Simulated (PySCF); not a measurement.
# Fe (iron, neutral): UHF calculation

Configuration: [Ar] 3d6 4s2, high-spin 5D determinant. All numbers are calculated (PySCF 2.14, the spin-free X2C one-electron Hamiltonian (Gaussian nucleus), in Sapporo-DKH3-DZP-2012 (6s4p3d1f, 40 functions)).

* Total energy: -1271.316878 hartree
* One-electron energy: -1755.8912 hartree
* Hartree (Coulomb) energy: 539.5353 hartree
* Exchange energy: -54.9610 hartree
* ⟨S²⟩: 6.0160
* ⟨L²⟩: 6.017
* Sum of ⟨r⟩: 21.81 bohr
* Sum of ⟨r²⟩: 40.87 bohr²
* Traceless quadrupole moment −½Σ⟨3z² − r²⟩ along its main axis: 0.346 e·bohr²
* Langevin diamagnetic susceptibility: -32.4 ×10⁻⁶ cm³/mol
* Time after the integrals: 0.11 s of wall time on 1 thread of Intel(R) Xeon(R) 6975P-C (shared host)

```
shell  electrons  mean orbital energy (eV)  spread (eV)  rms radius, mean of both spins (bohr)
 1s α          1                   -7175.2            0                                 0.0675
 1s β          1                   -7175.1            0                                 0.0675
 2s α          1                   -884.33            0                                  0.288
 2s β          1                   -881.05            0                                  0.288
 2p α          3                   -750.22        0.911                                  0.260
 2p β          3                   -746.95        0.023                                  0.260
 3s α          1                   -120.52            0                                  0.871
 3s β          1                   -110.90            0                                  0.871
 3p α          3                   -80.927        2.029                                  0.937
 3p β          3                   -69.336        1.382                                  0.937
 3d α          5                   -18.369        2.356                                   1.24
 3d β          1                   -12.703            0                                   1.24
 4s α          1                    -7.684            0                                   3.48
 4s β          1                    -6.681            0                                   3.48
```

Densities and radii are taken from the X2C orbitals without a picture-change correction, which distorts them close to the nucleus.
